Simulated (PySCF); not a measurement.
C₈H₆SSe. Atoms are numbered in the order given.

```xyz
16

C     -1.2780     3.0430     0.0000
C     -0.0115     3.5657     0.0000
S      1.1838     2.3337     0.0000
C     -0.0138     1.0759     0.0000
C      0.3788    -0.3167     0.0000
C      1.6492    -0.8453     0.0000
C      1.7198    -2.2667     0.0000
C      0.5095    -2.9002     0.0000
Se    -0.8949    -1.6915     0.0000
C     -1.2806     1.6242     0.0000
H     -2.1805     3.6552     0.0000
H      0.2866     4.6132     0.0000
H      2.5382    -0.2100     0.0000
H      2.6665    -2.8106     0.0000
H      0.3211    -3.9731     0.0000
H     -2.1883     1.0178     0.0000
```

Coordinates come from a PBE0-D3(BJ)/def2-SVP optimisation. Other conformers were not sampled.

Vertical ionisation energy (IE) and electron affinity (EA) in eV. Rows of orbital energies are one-electron estimates. Where ΔSCF, EOM or ADC give a negative EA the extra electron is unbound and the value depends on the basis.

| level | IE | EA |
|---|---|---|
| −ε(HOMO), −ε(LUMO), HF/def2-SVP (PySCF) | (withheld) | (withheld) |
| −ε(HOMO), −ε(LUMO), PBE/def2-SVP (PySCF) | 4.98 | 2.08 |

**Question.** Fill in the missing entries. (An estimate is asked for; the answer gives what the named calculation found.)

**Answer.** 
- −ε(HOMO), −ε(LUMO), HF/def2-SVP (PySCF), IE: 7.69
- −ε(HOMO), −ε(LUMO), HF/def2-SVP (PySCF), EA: -1.83
